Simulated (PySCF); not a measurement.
Molfile (atoms numbered from 1):
```
C7H4FN
     RDKit          3D

 13 13  0  0  0  0  0  0  0  0999 V2000
    3.5274   -0.7379   -0.4670 N   0  0  0  0  0  0  0  0  0  0  0  0
    2.4152   -0.5053   -0.3188 C   0  0  0  0  0  0  0  0  0  0  0  0
    1.0417   -0.2179   -0.1375 C   0  0  0  0  0  0  0  0  0  0  0  0
    0.1251   -1.2631   -0.0119 C   0  0  0  0  0  0  0  0  0  0  0  0
   -1.2158   -0.9847    0.1630 C   0  0  0  0  0  0  0  0  0  0  0  0
   -1.6218    0.3391    0.2099 C   0  0  0  0  0  0  0  0  0  0  0  0
   -2.9272    0.6124    0.3785 F   0  0  0  0  0  0  0  0  0  0  0  0
   -0.7286    1.3912    0.0889 C   0  0  0  0  0  0  0  0  0  0  0  0
    0.6117    1.1090   -0.0849 C   0  0  0  0  0  0  0  0  0  0  0  0
    0.4696   -2.2853   -0.0525 H   0  0  0  0  0  0  0  0  0  0  0  0
   -1.9446   -1.7733    0.2633 H   0  0  0  0  0  0  0  0  0  0  0  0
   -1.0872    2.4075    0.1324 H   0  0  0  0  0  0  0  0  0  0  0  0
    1.3303    1.9087   -0.1811 H   0  0  0  0  0  0  0  0  0  0  0  0
  1  2  3  0
  2  3  1  0
  3  4  1  0
  4  5  2  0
  5  6  1  0
  6  7  1  0
  6  8  2  0
  8  9  1  0
  9  3  2  0
  4 10  1  0
  5 11  1  0
  8 12  1  0
  9 13  1  0
M  END
```

PySCF 2.14 calculation with GFN2-xTB structure and NMR shieldings at PBE0/pcSseg-1/GIAO; non-relativistic, in vacuum, fast rotation and ring inversion assumed for equivalent nuclei, single conformer.

Task: Predict the 2D correlation tables (HSQC, COSY, HMBC).

Result: 

HSQC (one-bond C–H):
| δH | δC |
| --- | --- |
| 8.00 (H10/H13) | 142.4 (C4/C9) |
| 7.46 (H11/H12) | 122.5 (C5/C8) |

COSY cross peaks (H two or three bonds apart, from the bond graph; peaks can be absent where the dihedral angle is near 90°):
| δH | δH |
| --- | --- |
| 8.00 (H10/H13) | 7.46 (H11/H12) |

HMBC (two and three bonds, from the bond graph):
| δH | δC |
| --- | --- |
| 8.00 (H10/H13) | 175.1 (C6), 142.4 (C4/C9), 123.7 (C2), 122.5 (C5/C8), 113.2 (C3) |
| 7.46 (H11/H12) | 175.1 (C6), 142.4 (C4/C9), 122.5 (C5/C8), 113.2 (C3) |

References, each an isolated molecule treated in the same way: $^{1}$H and $^{13}$C vs TMS.

Shifts are as computed. Against solution values, carbons near 30 ppm lie about +3 ppm off and those near 130 ppm about +5 ppm. Of 1211 compounds with measured shifts, 218 miss one by over three times the rms of a fit or turn the order of signals round; such compounds aren't used in these exercises.
